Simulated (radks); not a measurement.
Values are calculated unless marked as measured or tabulated.
How relativity changes the ionisation of the manganese ion Mn+ ([Ar] 3d5 4s1) to Mn2+ ([Ar] 3d5). Spin-unpolarised spherical Kohn-Sham, BLYP, point nucleus unless stated (finite: rms radius 3.7057 fm), a radial shooting solver on a logarithmic mesh with Libxc functionals. A level marked "c x" has the speed of light scaled by that factor and shares open shells by 2j + 1; other Dirac levels either fill j = l - 1/2 first or share by 2j + 1.

| level | E(Mn+) (hartree) | E(Mn2+) (hartree) | IE (eV) | HOMO | <r> HOMO (bohr) |
|---|---|---|---|---|---|
| non-rel. | -1150.55285 | -1149.97993 | 15.590 | 4s | 2.830 |
| scalar-rel. | -1158.29764 | -1157.71817 | 15.768 | 4s | 2.803 |
| scalar-rel., finite nucleus | -1158.29423 | -1157.71476 | 15.768 | 4s | 2.803 |
| Dirac, 2j+1 shares | -1158.31760 | -1157.73813 | 15.768 | 4s1/2 | 2.804 |
| Dirac, low j first | -1158.32645 | -1157.74721 | 15.762 | 4s1/2 | 2.804 |
| Dirac, 2j+1 shares, finite nucleus | -1158.31419 | -1157.73472 | 15.768 | 4s1/2 | 2.804 |
| Dirac, c x 1.25 | -1155.49290 | -1154.91582 | 15.703 | 4s1/2 | 2.813 |
| Dirac, c x 1.5 | -1153.97249 | -1153.39669 | 15.668 | 4s1/2 | 2.818 |
| Dirac, c x 5 | -1150.85860 | -1150.28543 | 15.597 | 4s1/2 | 2.829 |

NIST Atomic Spectra Database: 15.640 eV (measured). The relativistic part of the total energy of Mn+ is -7.761 hartree (Dirac, 2j+1 shares, finite nucleus), 0.67 % of the non-relativistic value. Spin polarisation and multiplet splitting of open shells are left out at every level.

Beside tabulated values, note that spin-unpolarised runs miss the spin-polarisation part of the exchange energy of open shells.
